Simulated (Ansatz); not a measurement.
Job for Ansatz (an electronic-structure program): R-B2PLYP/def2-TZVPP on SiH4 (SMILES [SiH4]).

Ansatz 0.2 input:
```yaml
crystal:
  periodic: [false, false, false]
  atoms:
    - {symbol: Si, position_ang: [0.00000000, -0.00000000, -0.00000000]}
    - {symbol: H, position_ang: [0.85467615, 0.85467615, 0.85467615]}
    - {symbol: H, position_ang: [-0.85467615, -0.85467615, 0.85467615]}
    - {symbol: H, position_ang: [-0.85467615, 0.85467615, -0.85467615]}
    - {symbol: H, position_ang: [0.85467615, -0.85467615, -0.85467615]}
basis:
  gaussian:
    orbitals: def2-TZVPP
hamiltonian:
  xc: {name: B2PLYP}
magnetization: {spin_polarized: false}
correlation: {electrons: outside_noble_gas}
scf: {lower_state_search: off}
```

Program output:

```
WARN ansatz: RAYON_NUM_THREADS=4 ignored (pool sized by the plan → 4); use --threads N
Functional definition: B2PLYP
these checks for a lower state are left out or cut short: stability, starts, cluster_reference, orbital_swaps, neighbouring_geometries, increment
integrals: 0.05 GiB planned
537 factors; integrals over basis functions are off by at most 6.5e-4 eV
mean field: 0.24 GiB planned
mean field evaluation 1: about -7937.7181 eV, gradient 6.8e0 eV
mean field evaluation 2: about -7937.7184 eV, gradient 6.7e0 eV
mean field evaluation 4: about -7937.8987 eV, gradient 7.4e-1 eV
mean field evaluation 8: about -7937.8997 eV, gradient 9.0e-4 eV
mean field -7937.89972084 eV, -291.7124342391 hartree, gradient 2.6e-6 eV, S^2 0.000000; 0 other end points of the search recorded, 0 dependent functions left out
5 core orbitals not correlated
reference -7937.89985389 eV, -291.7124391289 hartree; 4, 4 occupied and 89, 89 virtual orbitals, 537 factors
second order -4.78091587 eV of doubles, -0.00000000 eV of singles
Total energy: -7939.19070118 eV, -291.7598768916 hartree
Checks for a lower state left out: stability, starts, cluster_reference, orbital_swaps, neighbouring_geometries, increment
```

The calculation finished and met its thresholds.

Cost: very roughly 0.9 core-seconds.
